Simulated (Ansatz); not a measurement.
```yaml
crystal:
  periodic: [false, false, false]
  atoms:
    - {symbol: Be, position_ang: [-0.000049, -0.000046, 0.000048]}
    - {symbol: Br, position_ang: [-1.465167, 0.529780, -1.055426]}
    - {symbol: Br, position_ang: [1.465216, -0.529743, 1.055379]}
basis:
  gaussian: {orbitals: cc-pVTZ-DK, fitting: {mean_field: def2-universal-jkfit}}
hamiltonian: {xc: {name: r2SCAN50}}
output: {forces: true}
```

```sh
$ ansatz run in.yaml --threads 4 --pin off --events-out ev --progress --plain --max-ram 3916MiB
```

It prints (some lines left out):

```
Functional definition: r2SCAN50
583 factors; integrals over basis functions are off by at most 3.8e-1 eV
mean field evaluation 1: about -142242.1233 eV, gradient 1.0e1 eV
mean field evaluation 2: about -142242.3628 eV, gradient 7.9e0 eV
mean field evaluation 4: about -142242.4972 eV, gradient 2.7e-1 eV
mean field evaluation 8: about -142242.4944 eV, gradient 9.7e-4 eV
mean field -142242.49441312 eV, -5227.3152542566 hartree, gradient 1.1e-5 eV, S^2 0.000000; 0 other end points of the search recorded, 0 dependent functions left out
reference -142242.49441840 eV, -5227.3152544505 hartree; 37, 37 occupied and 79, 79 virtual orbitals, 583 factors
Total energy: -142242.49441840 eV, -5227.3152544505 hartree
Relativity: scalar
Atom 0 at    -0.000049    -0.000046     0.000048 Å, force     0.000028     0.000024    -0.000027 eV/Å
Atom 1 at    -1.465167     0.529780    -1.055426 Å, force    -0.834300     0.301636    -0.600937 eV/Å
Atom 2 at     1.465216    -0.529743     1.055379 Å, force     0.834273    -0.301661     0.600964 eV/Å
Dipole moment:    -0.000037    -0.000032     0.000035 e Å
```

Run time 2.3 s (4 threads of Arm Neoverse V1 on a shared host).

DK, ANO-RCC and x2c sets are all-electron and run with scalar relativity unless a key says otherwise.
